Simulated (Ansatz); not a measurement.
Input file for Ansatz (an electronic-structure program): R-CCSD(T)/aug-cc-pV(T+d)Z on HCl (SMILES Cl) with ghost functions, monomers drawn apart or pushed together. Files ending in .json are basis or fitting sets from the Basis Set Exchange.

Ansatz 0.2 input:
```yaml
crystal:
  periodic: [false, false, false]
  atoms:
    - {symbol: Cl, position_ang: [-0.06853986, -0.33803311, -0.32481316]}
    - {symbol: H, position_ang: [-0.67544480, -1.32229006, 0.22906320]}
basis:
  gaussian:
    orbitals: aug-cc-pV_T+d_Z.json
    ghost_atoms:
      - {symbol: Si, position_ang: [0.00902395, 0.10444415, 3.03702783]}
      - {symbol: H, position_ang: [0.82492019, 1.21396967, 2.50016149]}
      - {symbol: H, position_ang: [-1.37198231, 0.19550666, 2.51204524]}
      - {symbol: H, position_ang: [-0.02618256, 0.18206252, 4.51579729]}
      - {symbol: H, position_ang: [0.59864494, -1.19246728, 2.63367258]}
magnetization: {spin_polarized: false}
correlation: {method: ccsd_t, electrons: outside_noble_gas}
scf: {lower_state_search: off}
```

It printed:

```
Functional definition: HF
[...]
these checks for a lower state are left out or cut short: stability, starts, cluster_reference, orbital_swaps, neighbouring_geometries, increment
integrals: 1.17 GiB planned
1252 factors; integrals over basis functions are off by at most 1.5e-3 eV
mean field: 0.57 GiB planned
mean field evaluation 1: about -12519.7913 eV, gradient 1.0e1 eV
mean field evaluation 2: about -12519.7920 eV, gradient 1.0e1 eV
mean field evaluation 4: about -12520.1836 eV, gradient 1.1e0 eV
mean field evaluation 8: about -12520.1924 eV, gradient 2.1e-5 eV
mean field -12520.19239901 eV, -460.1085841723 hartree, gradient 1.2e-6 eV, S^2 0.000000; 0 other end points of the search recorded, 0 dependent functions left out
5 core orbitals not correlated
reference -12520.19239901 eV, -460.1085841723 hartree; 4, 4 occupied and 216, 216 virtual orbitals, 1252 factors
second order -5.67261437 eV of doubles, -0.00000000 eV of singles
coupled cluster: 1.23 GiB planned
cycle   1  -6.08121595 eV  change   -4.1e-1 eV  update   4.0e-2
cycle   2  -6.21650763 eV  change   -1.4e-1 eV  update   1.2e-2
cycle   3  -6.22445638 eV  change   -7.9e-3 eV  update   3.1e-3
cycle   4  -6.22374869 eV  change    7.1e-4 eV  update   8.6e-4
cycle   5  -6.22354187 eV  change    2.1e-4 eV  update   1.9e-4
cycle   6  -6.22350297 eV  change    3.9e-5 eV  update   6.2e-5
cycle   7  -6.22350157 eV  change    1.4e-6 eV  update   2.1e-5
cycle   8  -6.22350326 eV  change   -1.7e-6 eV  update   6.7e-6
perturbative correction -0.23980443 eV, -0.0088126502 hartree
Total energy: -12526.65570669 eV, -460.3461063487 hartree
Checks for a lower state left out: stability, starts, cluster_reference, orbital_swaps, neighbouring_geometries, increment
```

Self-consistency was reached.

Cost: roughly 3 core-minutes.
